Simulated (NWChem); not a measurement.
SiNH₂Br, singlet; SMILES N[Si]Br

```xyz
5

Si     0.7082     1.1779     0.0000
Br    -0.0143    -1.0224     0.0000
N     -0.8334     1.9385     0.0000
H     -1.7387     1.4781     0.0000
H     -0.9106     2.9512     0.0000
```
Atoms are numbered in this order, from 1.

Level: B3LYP/6-31G* (spherical d) (NWChem), optimised geometry, unscaled harmonic frequencies. Low-valent species are run as closed-shell singlets; no triplet was tried in these runs. This build's default masses of Se (78.918 u) and Br (79.917 u) are each other's, which moves their modes by up to 0.6 %. B3LYP is NWChem's, with the RPA form of VWN correlation.

List the harmonic frequencies with IR intensities, and the thermochemistry.


| frequency (cm⁻¹) | IR intensity (km/mol) |
|---|---|
| 220 | 4.1 |
| 365 | 62.8 |
| 508 | 26.1 |
| 548 | 214.9 |
| 773 | 48.4 |
| 865 | 75.6 |
| 1608 | 67.3 |
| 3528 | 31.3 |
| 3633 | 34.7 |

The zero-point energy comes out as 17.2 kcal/mol and the thermal correction to the enthalpy at 298.15 K (with zero-point energy) is 20.5 kcal/mol. The heat capacity Cv comes out as 13.0 cal/(mol K), the entropy at 298.15 K and 1 atm (symmetry number 1) comes out as 70.4 cal/(mol K) and the dipole moment comes out as 3.43 D.

Rigid rotor and harmonic oscillator.
